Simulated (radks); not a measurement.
Neutral potassium, configuration [Ar] 4s1.

Method: non-relativistic Kohn-Sham, LDA (Slater exchange, VWN5 correlation), spin-unpolarised, spherical densities, point nucleus; hard spherical wall at 5 bohr; computed with a radial shooting solver on a logarithmic mesh with Libxc functionals.

Energy parts (hartree):
| part | energy |
|---|---|
| total | -598.00984 |
| kinetic | 597.80750 |
| electron-nucleus | -1423.59979 |
| Hartree | 259.54683 |
| exchange-correlation | -31.76439 |

Orbitals (lengths in bohr, moments of r in powers of bohr; <r^-3> diverges for s and p1/2):
| orbital | occ. | eigenvalue (hartree) | <r^-3> | <r^4> | <r> |
|---|---|---|---|---|---|
| 1s | 2 | -128.2907 | - | 0.0002066 | 0.08174 |
| 2s | 2 | -12.71793 | - | 0.05876 | 0.3914 |
| 2p | 6 | -10.16254 | 151.8 | 0.04956 | 0.3521 |
| 3s | 2 | -1.17181 | - | 6.120 | 1.283 |
| 3p | 6 | -0.58686 | 14.15 | 11.22 | 1.448 |
| 4s | 1 | 0.15195 | - | 113.4 | 2.959 |
| 3d | 0 | 0.18947 | 0.5789 | 51.79 | 2.190 |
| 4p | 0 | 0.32865 | 4.516 | 126.4 | 3.007 |
| 5s | 0 | 1.17072 | - | 144.8 | 2.918 |

The highest occupied level is 4s at 4.135 eV. The density falls to 0.001 e/bohr^3 at r = 4.16 bohr. Summed over all electrons, <r^2> = 29.64 bohr^2, which gives a Langevin (diamagnetic) susceptibility term of -23.5 x 10^-6 cm^3/mol. The pressure on the wall is 15.6 GPa.
